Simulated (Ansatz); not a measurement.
In5P5, relaxed as a singlet with RKS PBE-D4/def2-SVP in Ansatz, starting from the GFN2-xTB geometry. Force threshold 0.03 eV/Å.

In the def2 sets In takes a core potential; there is no spin–orbit coupling. Another isomer (singlet) lies 0.15 eV lower at PBE0-D4/def2-TZVP; other spin states weren't run for this one.

Start:

```xyz
10

In    0.308   -2.141   -2.011
In    2.375    1.739   -0.707
In    0.079   -1.828    2.648
In   -2.954    0.344   -0.754
In   -0.778    2.738    0.132
P    -1.483   -1.756    0.231
P     0.774    0.914    1.749
P     1.973   -0.696    0.638
P    -0.247    0.849   -1.920
P    -0.047   -0.163   -0.006
```

```json
{"step": "1", "energy (eV)": "-72286.1468", "largest force component (eV/Å)": "0.441", "SCF passes": "25"}
{"step": "2", "energy (eV)": "-72286.2929", "largest force component (eV/Å)": "0.194", "SCF passes": "24"}
{"step": "3", "energy (eV)": "-72286.3486", "largest force component (eV/Å)": "0.120", "SCF passes": "24"}
{"step": "4", "energy (eV)": "-72286.3679", "largest force component (eV/Å)": "0.264", "SCF passes": "23"}
{"step": "5", "energy (eV)": "-72286.3828", "largest force component (eV/Å)": "0.155", "SCF passes": "23"}
{"step": "6", "energy (eV)": "-72286.3989", "largest force component (eV/Å)": "0.144", "SCF passes": "23"}
{"step": "7", "energy (eV)": "-72286.4146", "largest force component (eV/Å)": "0.166", "SCF passes": "22"}
{"step": "8", "energy (eV)": "-72286.4288", "largest force component (eV/Å)": "0.119", "SCF passes": "22"}
{"step": "9", "energy (eV)": "-72286.4414", "largest force component (eV/Å)": "0.054", "SCF passes": "23"}
{"step": "10", "energy (eV)": "-72286.4445", "largest force component (eV/Å)": "0.041", "SCF passes": "22"}
{"step": "11", "energy (eV)": "-72286.4462", "largest force component (eV/Å)": "0.037", "SCF passes": "23"}
{"step": "12", "energy (eV)": "-72286.4463", "largest force component (eV/Å)": "0.025", "SCF passes": "23"}
```

Force components are those of the run's own axes.

End:

```csv
atom,x (Å),y (Å),z (Å)
In1,-0.502,-2.035,-2.709
In2,2.519,1.882,-0.425
In3,-0.030,-1.792,2.875
In4,-2.841,0.199,-0.326
In5,-0.693,2.884,-0.266
P6,-1.156,-2.021,0.117
P7,0.489,1.038,1.712
P8,2.045,-0.516,1.033
P9,-0.019,0.705,-1.942
P10,0.189,-0.344,-0.069
```

Bonds lost: In1–P10 (atoms count from 1).

No frequencies were taken in this run, so the end may be a saddle point.

Hardware: 4 threads of Arm Neoverse V2 on a shared host. Wall time 61 s.
